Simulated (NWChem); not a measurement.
System: Mg cation, doublet

Here is an NWChem input.

```
start job
memory heap 200 mb stack 900 mb global 1100 mb
charge 1
geometry units angstroms noautoz
  Mg     0.000000     0.000000     0.000000
end
basis spherical
  Mg library aug-cc-pvtz
end
dft
  odft
  mult 2
  xc xpbe96 cpbe96
  iterations 150
  mulliken
end
task dft energy
```

Output (shortened):

```
             Northwest Computational Chemistry Package (NWChem) 7.3.0
             --------------------------------------------------------

                             Geometry "geometry" -> ""
                             -------------------------

 Output coordinates in angstroms (scale by  1.889725989 to convert to a.u.)

  No.       Tag          Charge          X              Y              Z
 ---- ---------------- ---------- -------------- -------------- --------------
    1 Mg                  12.0000     0.00000000     0.00000000     0.00000000

 Effective nuclear repulsion energy (a.u.)       0.0000000000

  pbe96 is a nonlocal functional; adding pw91lda local functional.

                                 NWChem DFT Module
                                 -----------------

 Summary of "ao basis" -> "ao basis" (spherical)
 ------------------------------------------------------------------------------
       Tag                 Description            Shells   Functions and Types
 ---------------- ------------------------------  ------  ---------------------
 Mg                       aug-cc-pvtz               16       50   6s5p3d2f

            General Information
            -------------------
          SCF calculation type: DFT
          Wavefunction type:  spin polarized.
          No. of atoms     :     1
          No. of electrons :    11
           Alpha electrons :     6
            Beta electrons :     5
          Charge           :     1
          Spin multiplicity:     2
          Use of symmetry is: off; symmetry adaption is: off
          Maximum number of iterations: 150
          AO basis - number of functions:    50
                     number of shells:    16
          Convergence on energy requested:  1.00D-06
          Convergence on density requested:  1.00D-05
          Convergence on gradient requested:  5.00D-04

              XC Information
              --------------
          PerdewBurkeErnzerhof Exchange Functional  1.000
            Perdew 1991 LDA Correlation Functional  1.000 local
           PerdewBurkeErnz. Correlation Functional  1.000 non-local

             Grid Information
             ----------------
          Grid used for XC integration:  medium
          Radial quadrature: Mura-Knowles
          Angular quadrature: Lebedev.
          Tag              B.-S. Rad. Rad. Pts. Rad. Cut. Ang. Pts.
          ---              ---------- --------- --------- ---------
          Mg                  1.50       88          19.0       590
          Grid pruning is: on
          Number of quadrature shells:    88
          Spatial weights used:  Erf1

      Superposition of Atomic Density Guess
      -------------------------------------

 Sum of atomic energies:        -199.61335059

 Renormalizing density from      12.00 to     11

      Non-variational initial energy
      ------------------------------

 Total energy =    -189.075893
 1-e energy   =    -256.142760
 2-e energy   =      67.066867
 HOMO         =      -0.618416
 LUMO         =      -0.237430

     ---------------------------------------------
      Total Density - Mulliken Population Analysis
     ---------------------------------------------

    Atom       Charge   Shell Charges
 -----------   ------   -------------------------------------------------------
    1 Mg  12    11.00   2.00  2.24  0.12  0.54  0.11 -0.00  5.62  0.34  0.04 -0.01  0.00  0.00  0.00  0.00  0.00  0.00

     --------------------------------------------
      Spin Density - Mulliken Population Analysis
     --------------------------------------------

    Atom       Charge   Shell Charges
 -----------   ------   -------------------------------------------------------
    1 Mg  12     1.00  -0.00 -0.00  0.24  0.63  0.14 -0.01  0.00  0.00  0.00  0.00  0.00  0.00 -0.00  0.00  0.00  0.00

   convergence    iter        energy       DeltaE   RMS-Dens  Diis-err
 ---------------- ----- ----------------- --------- --------- ---------
 d= 0,ls=0.0,diis     1   -199.5839900528 -2.00D+02  2.27D-02  2.81D-01
                                                     1.71D-02  2.92D-01
 d= 0,ls=0.0,diis     2   -199.6565470513 -7.26D-02  5.33D-03  4.43D-02
                                                     4.19D-03  3.99D-02
 d= 0,ls=0.0,diis     3   -199.6689970345 -1.24D-02  1.93D-04  3.61D-05
                                                     1.25D-04  5.20D-05
 d= 0,ls=0.0,diis     4   -199.6690128727 -1.58D-05  9.52D-06  2.33D-08
                                                     6.65D-07  1.55D-09
 d= 0,ls=0.0,diis     5   -199.6690128818 -9.09D-09  3.22D-07  5.19D-12
                                                     5.34D-08  2.53D-12

         Total DFT energy =     -199.669012881814
      One electron energy =     -275.437649073067
           Coulomb energy =       91.881130762487
    Exchange-Corr. energy =      -16.112494571234
 Nuclear repulsion energy =        0.000000000000

 Numeric. integr. density =       10.999999999467

                    DFT Final Alpha Molecular Orbital Analysis
                    ------------------------------------------

 Vector    4  Occ=1.000000D+00  E=-2.057229D+00
              MO Center=  1.7D-15,  1.3D-15,  5.7D-16, r^2= 1.7D-01
   Bfn.  Coefficient  Atom+Function         Bfn.  Coefficient  Atom+Function
  ----- ------------  ---------------      ----- ------------  ---------------
     8      0.913117  1 Mg py                 9      0.424473  1 Mg pz
     7     -0.058919  1 Mg px

 Vector    5  Occ=1.000000D+00  E=-2.057229D+00
              MO Center=  1.6D-15,  5.4D-16, -1.0D-15, r^2= 1.7D-01
   Bfn.  Coefficient  Atom+Function         Bfn.  Coefficient  Atom+Function
  ----- ------------  ---------------      ----- ------------  ---------------
     9      0.913565  1 Mg pz                 8     -0.419264  1 Mg py
     7      0.083950  1 Mg px

[...]
```

Level: PBE/aug-cc-pVTZ, spin-unrestricted. No stability test was run on the SCF state.
